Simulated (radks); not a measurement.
All-electron atom: V16+ in [He] 2s2 2p3 (the NIST ground configuration).

All-electron calculation, scalar-relativistic Kohn-Sham, PBE, spin-polarised, spherical densities, point nucleus; open shells are filled with parallel spins first. Program: a radial shooting solver on a logarithmic mesh with Libxc functionals.

Energy parts (hartree):
total: -769.44683
kinetic: 778.26111
electron-nucleus: -1638.37963
Hartree: 118.06929
exchange-correlation: -27.39760

Orbitals (lengths in bohr, moments of r in powers of bohr):
\begin{tabular}{lrrrrr}
orbital & occ. & eigenvalue (hartree) & <1/r> & <r^4> & <r^2> \\ \hline
1s up & 1 & -223.9019 & 22.87 & 0.00008920 & 0.005901 \\
1s down & 1 & -223.4187 & 22.91 & 0.00008837 & 0.005875 \\
2s up & 1 & -44.24798 & 5.161 & 0.01600 & 0.09746 \\
2s down & 1 & -43.35953 & 5.103 & 0.01662 & 0.09919 \\
2p up & 3 & -41.44422 & 5.061 & 0.01123 & 0.07612 \\
2p down & 0 & -40.39970 & 5.019 & 0.01183 & 0.07793 \\
3s up & 0 & -17.47931 & 2.104 & 0.4467 & 0.5548 \\
3s down & 0 & -17.24960 & 2.085 & 0.4639 & 0.5652 \\
3p up & 0 & -16.60218 & 2.056 & 0.4156 & 0.5258 \\
3p down & 0 & -16.35253 & 2.039 & 0.4354 & 0.5380 \\
3d up & 0 & -15.56856 & 1.978 & 0.2718 & 0.4071 \\
3d down & 0 & -15.27750 & 1.941 & 0.2911 & 0.4219 \\
\end{tabular}

The highest occupied level is 2p up at -1127.8 eV. Spin moment in Bohr magnetons: 3.
